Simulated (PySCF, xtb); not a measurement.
C2H13NSi3, SMILES C[SiH](C)N[SiH2][SiH3]. Other conformers were not sampled.

Harmonic wavenumbers (cm⁻¹) from GFN2-xTB (xtb) at its own minimum, in rising order: 14, 25, 50, 79, 110, 122, 136, 173, 218, 245, 258, 384, 439, 479, 483, 591, 632, 647, 663, 706, 731, 762, 793, 796, 815, 827, 834, 836, 848, 864, 972, 1206, 1373, 1377, 1487, 1492, 1494, 1500, 2130, 2147, 2169, 2202, 2218, 2236, 3037, 3041, 3042, 3045, 3052, 3055, 3476.

Task: What does B3LYP-D3(BJ)/def2-SVP run with PySCF give at its own minimum? (The exact figures need the calculation; the answer reports its results.)

Result: 5, 25, 92, 128, 151, 165, 180, 201, 246, 284, 362, 403, 422, 510, 583, 617, 631, 677, 699, 739, 752, 803, 829, 853, 902, 918, 921, 939, 944, 951, 964, 1204, 1271, 1276, 1431, 1431, 1437, 1443, 2163, 2171, 2194, 2203, 2209, 2228, 3024, 3030, 3111, 3117, 3119, 3128, 3553. Paired by order, the mean absolute difference is 46 cm⁻¹ and the zero-point energies are 86.2 and 88.1 kcal/mol.
